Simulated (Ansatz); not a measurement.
One change: `BO[SiH2]SC` becomes `CS[SiH2]S`.

Ansatz, PBE0-D4/def2-TZVP geometries, multiplicity 1. Each molecule was computed in one conformer, which needn't be the lowest.

```tsv
property	`BO[SiH2]SC`
HOMO–LUMO gap (B3LYP/def2-TZVPP) / eV	6.06
HOMO–LUMO gap (PBE/def2-TZVPP) / eV	4.36
LUMO energy (PBE/def2-TZVPP) / eV	-1.76
HOMO–LUMO gap (PBE0/def2-TZVPP) / eV	6.55
HOMO energy (B3LYP/def2-TZVPP) / eV	-7.05
size of the dipole moment (ωB97M-V/def2-TZVPP) / D	1.45
```

Question: What does the change do to each property? (Best estimate.)

Answer: Computed: 
| property | `CS[SiH2]S` | shift |
| --- | --- | --- |
| HOMO–LUMO gap (B3LYP/def2-TZVPP) / eV | 6.64 | 0.58 |
| HOMO–LUMO gap (PBE/def2-TZVPP) / eV | 4.98 | 0.62 |
| LUMO energy (PBE/def2-TZVPP) / eV | -0.90 | 0.86 |
| HOMO–LUMO gap (PBE0/def2-TZVPP) / eV | 7.10 | 0.55 |
| HOMO energy (B3LYP/def2-TZVPP) / eV | -6.83 | 0.22 |
| size of the dipole moment (ωB97M-V/def2-TZVPP) / D | 0.87 | -0.58 |

With PBE0 the HOMO rises by 0.23 eV and the LUMO rises by 0.78 eV, so the gap widens by about 0.55 eV. PBE moves the HOMO by 0.24 eV and ωB97M-V by 0.27 eV. Dipoles are sizes alone; their direction can turn.

B3LYP here is the variant with VWN-RPA as its local correlation; programs differ in this.
